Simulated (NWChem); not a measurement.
# SiH3S2OF; SMILES O[Si](F)(S)S

```xyz
8

O     -1.1918    -0.2113     1.3860
Si    -0.3276    -0.0261    -0.0067
F     -1.3542     0.1440    -1.2369
S      0.8903    -1.7631    -0.1709
S      0.8598     1.7472    -0.1286
H     -1.8700     0.4602     1.5593
H     -0.0060    -2.5832     0.4219
H      1.6131     1.4644     0.9560
```
Atoms are numbered in this order, from 1.

Level: B3LYP/6-31G* (spherical d) (NWChem), optimised geometry, unscaled harmonic frequencies. B3LYP is NWChem's, with the RPA form of VWN correlation.

```
frequency (cm⁻¹)  IR intensity (km/mol)
----------------  ---------------------
134                                13.5
152                                 8.0
204                                20.9
246                                19.3
260                                 4.2
274                                31.6
287                                37.1
346                                89.1
464                                39.6
588                               181.3
758                                30.4
778                                29.0
847                               226.7
922                               133.6
959                               112.5
2675                                2.7
2685                                3.2
3773                               89.4
```

```yaml
zero_point_energy: 23.4 kcal/mol
thermal correction to the enthalpy at 298.15 K (with zero-point energy): 28.8 kcal/mol
heat capacity Cv: 25.4 cal/(mol K)
entropy at 298.15 K and 1 atm (symmetry number 1): 85.9 cal/(mol K)
dipole_moment: 2.31 D
```

Rigid rotor and harmonic oscillator.
